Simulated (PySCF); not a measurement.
SMILES C#Cc1ccc(C#N)s1, singlet, GFN2-xTB optimised geometry.

```
12

C     -1.97    -3.00     0.00
C     -1.22    -2.06     0.00
C     -0.37    -0.95     0.00
C      1.00    -0.95     0.00
C      1.55     0.34     0.00
C      0.59     1.32     0.00
C      0.79     2.70     0.00
N      0.97     3.84     0.00
S     -1.02     0.66     0.00
H     -2.60    -3.84     0.00
H      1.59    -1.85     0.00
H      2.60     0.55     0.00
```

Density from CAM-B3LYP/def2-TZVP in PySCF at that geometry.

Minimum of the electron density along straight lines between bonded atoms, close to the bond critical point (lines longer than 1.1 times the sum of covalent radii, or with two minima, are not listed):

| bond | length / Å | ρ at the minimum / e bohr⁻³ | ∇²ρ there / e bohr⁻⁵ | position (fraction from the first atom) |
|---|---|---|---|---|
| C1–C2 | 1.202 | 0.419 | -1.20 | 0.49 |
| C2–C3 | 1.398 | 0.308 | -0.94 | 0.51 |
| C3–C4 | 1.374 | 0.327 | -0.96 | 0.52 |
| C4–C5 | 1.399 | 0.316 | -0.94 | 0.50 |
| C5–C6 | 1.375 | 0.326 | -0.95 | 0.48 |
| C6–C7 | 1.396 | 0.307 | -0.94 | 0.47 |
| C7–N8 | 1.148 | 0.502 | -0.22 | 0.35 |
| C3–S9 | 1.737 | 0.213 | -0.44 | 0.48 |
| C6–S9 | 1.738 | 0.211 | -0.43 | 0.49 |
| C1–H10 | 1.049 | 0.301 | -1.17 | 0.67 |
| C4–H11 | 1.075 | 0.291 | -1.07 | 0.65 |
| C5–H12 | 1.076 | 0.292 | -1.08 | 0.65 |
